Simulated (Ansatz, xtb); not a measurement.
C6H6O2Si: which of two isomers lies lower

Structure X is `C#Cc1ccc(O[SiH3])o1`, a singlet and structure Y is `C#C[Si@H](O)c1ccco1`, a singlet. Both are isolated molecules in the gas phase, relaxed with B3LYP-D3(BJ)/def2-SVP; the shapes shown needn't be the lowest conformers.

X (Å):

```tsv
atom	x (Å)	y (Å)	z (Å)
C	-2.8204	1.6445	-0.4382
C	-1.8690	0.9128	-0.2454
C	-0.7739	0.0542	-0.0252
C	-0.6094	-1.3091	-0.1106
C	0.7462	-1.6011	0.2359
C	1.3211	-0.3859	0.5118
O	2.5495	-0.0562	0.8832
O	0.4330	0.6192	0.3630
Si	3.1239	1.5166	1.1935
H	-3.6605	2.2906	-0.6089
H	-1.3849	-2.0170	-0.3931
H	1.2394	-2.5674	0.2792
H	3.0117	2.3509	-0.0311
H	4.5428	1.3039	1.5651
H	2.3621	2.1255	2.3148
```

Y (Å):

```yaml
atoms:
  - { symbol: C, position_ang: [-2.9004, 0.1151, 2.5938] }
  - { symbol: C, position_ang: [-1.9708, 0.3973, 1.8596] }
  - { symbol: C, position_ang: [0.9301, -0.1967, 1.2497] }
  - { symbol: C, position_ang: [1.7429, -0.3272, 2.3481] }
  - { symbol: C, position_ang: [2.6991, -1.3509, 2.0476] }
  - { symbol: C, position_ang: [2.4046, -1.7798, 0.7841] }
  - { symbol: O, position_ang: [-0.8650, 0.5107, -0.8242] }
  - { symbol: O, position_ang: [1.3451, -1.0968, 0.2906] }
  - { symbol: Si, position_ang: [-0.5537, 0.8388, 0.7759] }
  - { symbol: H, position_ang: [-3.7221, -0.1369, 3.2393] }
  - { symbol: H, position_ang: [-0.3005, 2.2904, 0.9363] }
  - { symbol: H, position_ang: [-0.4267, -0.2847, -1.1550] }
  - { symbol: H, position_ang: [1.6645, 0.2434, 3.2717] }
  - { symbol: H, position_ang: [3.4991, -1.7184, 2.6867] }
  - { symbol: H, position_ang: [2.8417, -2.5301, 0.1300] }
```

Problem. Which of the two would you expect CCSD(T)/def2-SVP + ΔMP2/def2-TZVPP electronic energies to favour?

Solution. Structure Y; the calculation gives E(Y) − E(X) = −1.202 eV.

Level by level:

```csv
level,geometry,E(Y) − E(X) (eV),departure from the last row (eV),"job, with rough time for the two"
GFN2-xTB,GFN2-xTB,+0.957,+2.158,"optimisation, 0.23 s"
HF/STO-3G,GFN2-xTB,−0.252,+0.950,"single point, 0.52 s"
r2SCAN-D4/def2-SVP,GFN2-xTB,−0.760,+0.442,"single point, 5.1 s"
B3LYP-D3(BJ)/def2-SVP,B3LYP-D3(BJ)/def2-SVP,−0.690,+0.512,"optimisation, 68 s"
HF/def2-SVP,B3LYP-D3(BJ)/def2-SVP,−0.820,+0.382,part of the CCSD(T) run
MP2/def2-SVP,B3LYP-D3(BJ)/def2-SVP,−0.890,+0.312,part of the CCSD(T) run
CCSD(T)/def2-SVP,B3LYP-D3(BJ)/def2-SVP,−0.832,+0.370,single point
CCSD(T)/def2-SVP + ΔMP2/def2-TZVPP,B3LYP-D3(BJ)/def2-SVP,−1.202,,"single point, 2.7 min"
```

As drawn, Y has 2 C–Si, 1 C–H, 1 O–H in place of 1 C–C, 1 C–O, 2 Si–H.

GFN2-xTB puts the two in the other order. The largest departure from CCSD(T)/def2-SVP + ΔMP2/def2-TZVPP is that of GFN2-xTB, 2.158 eV. The last row adds to CCSD(T) the change of the MP2 difference between the two basis sets, here −0.370 eV, a large step that makes the value less sure.

With thermal terms from frequencies at re-optimised GFN2-xTB minima (ideal gas, soft modes damped towards free rotors, one conformer each, 298.15 K, 1 atm): the zero-point term adds +0.098 eV; ΔH is −1.088 and ΔG −1.123 eV.

The correlated steps freeze 13 core orbitals. Mirror images aren't counted in ΔG. Codes used: Ansatz 0.2.0, xtb 6.7.1; the last row on 4 threads of Arm Neoverse V1 on a shared host.
